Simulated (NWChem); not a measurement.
System: C3H7BO; SMILES OB1CCC1

Input file for NWChem:

```
start job
memory heap 200 mb stack 900 mb global 1100 mb
geometry units angstroms noautosym
  O      0.090142    -1.972513     0.082149
  B      0.023726    -0.615197    -0.037127
  C      1.167564     0.484911    -0.092134
  C      0.004585     1.535198     0.125098
  C     -1.147286     0.470019    -0.092090
  H     -0.796789    -2.378506     0.122510
  H      2.007105     0.464623     0.666614
  H      1.647260     0.558551    -1.117489
  H     -0.005070     2.431280    -0.592383
  H     -0.000464     1.948604     1.195191
  H     -1.993559     0.451447     0.662526
  H     -1.621756     0.539522    -1.122078
end
basis spherical
  * library def2-svp
end
dft
  xc xpbe96 cpbe96
  disp vdw 4
  grid fine
  iterations 150
end
driver
  maxiter 120
  tight
end
task dft optimize
task dft freq
```

Excerpt of the output:

```
             Northwest Computational Chemistry Package (NWChem) 7.3.0
             --------------------------------------------------------

                             Geometry "geometry" -> ""
                             -------------------------

 Output coordinates in angstroms (scale by  1.889725989 to convert to a.u.)

  No.       Tag          Charge          X              Y              Z
 ---- ---------------- ---------- -------------- -------------- --------------
    1 O                    8.0000     0.08420329    -1.97514984     0.08394658
    2 B                    5.0000     0.01778729    -0.61783384    -0.03532942
    3 C                    6.0000     1.16162529     0.48227416    -0.09033642
    4 C                    6.0000    -0.00135371     1.53256116     0.12689558
    5 C                    6.0000    -1.15322471     0.46738216    -0.09029242
    6 H                    1.0000    -0.80272771    -2.38114284     0.12430758
    7 H                    1.0000     2.00116629     0.46198616     0.66841158
    8 H                    1.0000     1.64132129     0.55591416    -1.11569142
    9 H                    1.0000    -0.01100871     2.42864316    -0.59058542
   10 H                    1.0000    -0.00640271     1.94596716     1.19698858
   11 H                    1.0000    -1.99949771     0.44881016     0.66432358
   12 H                    1.0000    -1.62769471     0.53688516    -1.12028042

 Effective nuclear repulsion energy (a.u.)     158.7411180048

                                Z-matrix (autoz)
                                --------

 Units are Angstrom for bonds and degrees for angles

      Type          Name      I     J     K     L     M      Value
      ----------- --------  ----- ----- ----- ----- ----- ----------
    1 Stretch                  1     2                       1.36416
    2 Stretch                  1     6                       0.97627
    3 Stretch                  2     3                       1.58796
    4 Stretch                  2     5                       1.59749
    5 Stretch                  3     4                       1.58203
    6 Stretch                  3     7                       1.13179
    7 Stretch                  3     8                       1.13441
    8 Stretch                  4     5                       1.58385
    9 Stretch                  4     9                       1.14797
   10 Stretch                  4    10                       1.14718
   11 Stretch                  5    11                       1.13401
   12 Stretch                  5    12                       1.13615
   13 Bend                     1     2     3               131.09127
   14 Bend                     1     2     5               135.61132
   15 Bend                     2     1     6               111.91045
   16 Bend                     2     3     4                85.73618
   17 Bend                     2     3     7               119.91265
   18 Bend                     2     3     8               112.38788
   19 Bend                     2     5     4                85.35628
   20 Bend                     2     5    11               120.86505
   21 Bend                     2     5    12               112.26383
   22 Bend                     3     2     5                93.22181
   23 Bend                     3     4     5                93.97454
   24 Bend                     3     4     9               116.01324
   25 Bend                     3     4    10               111.75032
   26 Bend                     4     3     7               117.71969
   27 Bend                     4     3     8               113.07080
   28 Bend                     4     5    11               117.54826
   29 Bend                     4     5    12               112.76088
   30 Bend                     5     4     9               115.66690
   31 Bend                     5     4    10               111.53479
   32 Bend                     7     3     8               107.06428
   33 Bend                     9     4    10               107.55785
   34 Bend                    11     5    12               107.01463
   35 Torsion                  1     2     3     4        -167.30503
   36 Torsion                  1     2     3     7         -47.62016
   37 Torsion                  1     2     3     8          79.47404
   38 Torsion                  1     2     5     4         167.09154
   39 Torsion                  1     2     5    11          47.61739
   40 Torsion                  1     2     5    12         -80.19171
   41 Torsion                  2     3     4     5          -9.95165
   42 Torsion                  2     3     4     9        -131.08520
   43 Torsion                  2     3     4    10         105.12780
   44 Torsion                  2     5     4     3           9.89685
   45 Torsion                  2     5     4     9         131.30657
   46 Torsion                  2     5     4    10        -105.36458
   47 Torsion                  3     2     1     6         177.71734
   48 Torsion                  3     2     5     4          -9.85126
   49 Torsion                  3     2     5    11        -129.32541
   50 Torsion                  3     2     5    12         102.86549
   51 Torsion                  3     4     5    11         132.45504
   52 Torsion                  3     4     5    12        -102.32175
   53 Torsion                  4     3     2     5           9.85759
   54 Torsion                  5     2     1     6           1.76884
   55 Torsion                  5     2     3     7         129.54246
   56 Torsion                  5     2     3     8        -103.36335
   57 Torsion                  5     4     3     7        -131.66829
   58 Torsion                  5     4     3     8         102.59144
   59 Torsion                  7     3     4     9         107.19816
   60 Torsion                  7     3     4    10         -16.58884
   61 Torsion                  8     3     4     9         -18.54211
   62 Torsion                  8     3     4    10        -142.32911
   63 Torsion                  9     4     5    11        -106.13524
   64 Torsion                  9     4     5    12          19.08797
   65 Torsion                 10     4     5    11          17.19360
   66 Torsion                 10     4     5    12         142.41682

  pbe96 is a nonlocal functional; adding pw91lda local functional.

                           NWChem Geometry Optimization
                           ----------------------------

 maximum gradient threshold         (gmax) =   0.000015
 rms gradient threshold             (grms) =   0.000010
 maximum cartesian step threshold   (xmax) =   0.000060
 rms cartesian step threshold       (xrms) =   0.000040
 fixed trust radius                (trust) =   0.300000
 source of zmatrix                         =   autoz

          -------------------
          Energy Minimization
          -------------------

 Using diagonal initial Hessian
 Scaling for Hessian diagonals: bonds = 1.00  angles = 0.25  torsions = 0.10

          --------
          Step   0

                                 NWChem DFT Module
                                 -----------------

 Summary of "ao basis" -> "ao basis" (spherical)
 ------------------------------------------------------------------------------
       Tag                 Description            Shells   Functions and Types
 ---------------- ------------------------------  ------  ---------------------
 O                          def2-svp                 6       14   3s2p1d
 B                          def2-svp                 6       14   3s2p1d
 C                          def2-svp                 6       14   3s2p1d
 H                          def2-svp                 3        5   2s1p

            General Information
            -------------------
          SCF calculation type: DFT
          Wavefunction type:  closed shell.
          No. of atoms     :    12
          No. of electrons :    38
           Alpha electrons :    19
            Beta electrons :    19
          Charge           :     0
          Spin multiplicity:     1
          Use of symmetry is: off; symmetry adaption is: off
          Maximum number of iterations: 150
          AO basis - number of functions:   105
                     number of shells:    51
          Convergence on energy requested:  1.00D-06
          Convergence on density requested:  1.00D-05
          Convergence on gradient requested:  5.00D-04

              XC Information
              --------------
          PerdewBurkeErnzerhof Exchange Functional  1.000
            Perdew 1991 LDA Correlation Functional  1.000 local
           PerdewBurkeErnz. Correlation Functional  1.000 non-local

             Grid Information
             ----------------
          Grid used for XC integration:  fine
          Radial quadrature: Mura-Knowles
          Angular quadrature: Lebedev.
          Tag              B.-S. Rad. Rad. Pts. Rad. Cut. Ang. Pts.
          ---              ---------- --------- --------- ---------
          O                   0.60       70          12.0       590
          B                   0.85       70          10.0       590
          C                   0.70       70          11.0       590
          H                   0.35       60          12.0       590
          Grid pruning is: on
          Number of quadrature shells:   770
          Spatial weights used:  Erf1

           DFT-D3BJ Model
          s6 scale factor  :        1.000000000000
          s8 scale factor  :        0.787500000000
          a1 parameter     :        0.428900000000
          a2 parameter     :        4.440700000000
              vdW contrib  :       -0.008031163730

      Superposition of Atomic Density Guess
      -------------------------------------

 Sum of atomic energies:        -215.56453318

      Non-variational initial energy
      ------------------------------

 Total energy =    -218.476942
 1-e energy   =    -604.502088
 2-e energy   =     227.284029
 HOMO         =      -0.327329
 LUMO         =       0.023929

   convergence    iter        energy       DeltaE   RMS-Dens  Diis-err
 ---------------- ----- ----------------- --------- --------- ---------
 d= 0,ls=0.0,diis     1   -218.1205355227 -3.77D+02  1.28D-02  6.04D-01
 d= 0,ls=0.0,diis     2   -218.0472286433  7.33D-02  8.11D-03  1.45D+00
 d= 0,ls=0.0,diis     3   -218.1820493010 -1.35D-01  2.13D-03  1.17D-01
 d= 0,ls=0.0,diis     4   -218.1919411591 -9.89D-03  9.24D-04  1.37D-02
 d= 0,ls=0.0,diis     5   -218.1936165147 -1.68D-03  2.18D-04  7.21D-04
  Resetting Diis
 d= 0,ls=0.0,diis     6   -218.1937135937 -9.71D-05  2.68D-05  6.01D-06
 d= 0,ls=0.0,diis     7   -218.1937142359 -6.42D-07  1.96D-05  1.16D-06
 d= 0,ls=0.0,diis     8   -218.1937139989  2.37D-07  1.17D-05  3.30D-06
 d= 0,ls=0.0,diis     9   -218.1937143833 -3.84D-07  1.89D-06  8.02D-08

         Total DFT energy =     -218.193714383327
      One electron energy =     -609.574596351486
           Coulomb energy =      263.790434015827
    Exchange-Corr. energy =      -31.142638888721
 Nuclear repulsion energy =      158.741118004782

    Dispersion correction =       -0.008031163730

 Numeric. integr. density =       37.999998282282

                       DFT Final Molecular Orbital Analysis
                       ------------------------------------

[...]

      ----------------------
      Optimization converged
      ----------------------

  Step       Energy      Delta E   Gmax     Grms     Xrms     Xmax
  ---- ---------------- -------- -------- -------- -------- --------
@   26    -218.19707137 -8.4D-10  0.00000  0.00000  0.00001  0.00004
                                     ok       ok       ok       ok

                                Z-matrix (autoz)
                                --------

 Units are Angstrom for bonds and degrees for angles

[...]

 Rotational Constants
 --------------------
 A=   0.322619 cm-1  (  0.464167 K)
 B=   0.141465 cm-1  (  0.203532 K)
 C=   0.106710 cm-1  (  0.153529 K)

 Temperature                      =   298.15K
 frequency scaling parameter      =   1.0000

 Zero-Point correction to Energy  =   61.026 kcal/mol  (  0.097251 au)
 Thermal correction to Energy     =   64.499 kcal/mol  (  0.102786 au)
 Thermal correction to Enthalpy   =   65.091 kcal/mol  (  0.103729 au)

 Total Entropy                    =   73.446 cal/mol-K
   - Translational                =   38.640 cal/mol-K (mol. weight =  70.0590)
   - Rotational                   =   25.297 cal/mol-K (symmetry #  =        1)
   - Vibrational                  =    9.509 cal/mol-K

 Cv (constant volume heat capacity) =   20.328 cal/mol-K
   - Translational                  =    2.979 cal/mol-K
   - Rotational                     =    2.979 cal/mol-K
   - Vibrational                    =   14.369 cal/mol-K

[normal modes left out]

 ----------------------------------------------------------------------------
 Normal Eigenvalue ||           Projected Infra Red Intensities
  Mode   [cm**-1]  || [atomic units] [(debye/angs)**2] [(KM/mol)] [arbitrary]
 ------ ---------- || -------------- ----------------- ---------- -----------
    1       -0.000 ||    0.000010           0.000         0.010       0.004
    2        0.000 ||    0.000153           0.004         0.149       0.061
    3        0.000 ||    0.001458           0.034         1.421       0.583
    4        0.000 ||    0.000422           0.010         0.412       0.169
    5        0.000 ||    0.000079           0.002         0.077       0.032
    6        0.000 ||    0.000140           0.003         0.137       0.056
    7       85.082 ||    0.000614           0.014         0.598       0.245
    8      295.197 ||    0.003246           0.075         3.164       1.297
    9      351.818 ||    0.008897           0.205         8.673       3.557
   10      492.100 ||    0.029151           0.673        28.418      11.654
   11      575.013 ||    0.000659           0.015         0.643       0.264
   12      656.035 ||    0.065909           1.521        64.252      26.349
   13      690.640 ||    0.012353           0.285        12.043       4.939
   14      802.546 ||    0.009903           0.228         9.653       3.959
   15      870.977 ||    0.040803           0.941        39.777      16.312
   16      891.086 ||    0.007258           0.167         7.075       2.901
   17      898.119 ||    0.016043           0.370        15.639       6.414
   18      922.476 ||    0.027447           0.633        26.757      10.973
   19      947.937 ||    0.006042           0.139         5.890       2.415
   20     1058.257 ||    0.007461           0.172         7.273       2.983
   21     1103.325 ||    0.015656           0.361        15.262       6.259
   22     1120.060 ||    0.079766           1.840        77.760      31.889
   23     1159.352 ||    0.006406           0.148         6.245       2.561
   24     1186.679 ||    0.005331           0.123         5.197       2.131
   25     1240.561 ||    0.058731           1.355        57.254      23.479
   26     1339.058 ||    0.019937           0.460        19.435       7.970
   27     1350.375 ||    0.012776           0.295        12.455       5.108
   28     1404.842 ||    0.061649           1.422        60.099      24.646
   29     1447.578 ||    0.248295           5.728       242.050      99.263
   30     2981.047 ||    0.042604           0.983        41.532      17.032
   31     2986.119 ||    0.016890           0.390        16.465       6.752
   32     2994.822 ||    0.003001           0.069         2.926       1.200
   33     3036.324 ||    0.002908           0.067         2.835       1.163
   34     3049.602 ||    0.021694           0.500        21.148       8.673
   35     3059.781 ||    0.022015           0.508        21.461       8.801
   36     3711.607 ||    0.044795           1.033        43.668      17.908
 ----------------------------------------------------------------------------
```

Level: PBE-D3(BJ)/def2-SVP.
